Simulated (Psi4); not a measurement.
# How methods differ on ScN2H5O (SMILES [NH2][Sc]([NH2])[OH])

ScN2H5O has 9 atoms, charge 0, and is taken as a singlet. As SMILES, `[NH2][Sc]([NH2])[OH]`. Geometry: optimised at PBE0/def2-TZVP. This is one conformer, not always the lowest.

Each level gives the HOMO–LUMO gap (eV). The values are calculated.

```
                                 level                    kind  program  value (eV)
   PBE-D4/def2-TZVPP (density fitting)                     GGA     Psi4        3.41
r2SCAN-D4/def2-TZVPP (density fitting)                meta-GGA     Psi4        4.00
 B3LYP-D4/def2-TZVPP (density fitting)           global hybrid     Psi4        5.03
  PBE0-D4/def2-TZVPP (density fitting)           global hybrid     Psi4        5.61
  wB97M-V/def2-TZVPP (density fitting)  range-separated hybrid     Psi4        9.43
```

The values span 3.41 to 9.43 eV. Orbital gaps aren't excitation energies; they tend to grow with the share of exact exchange.
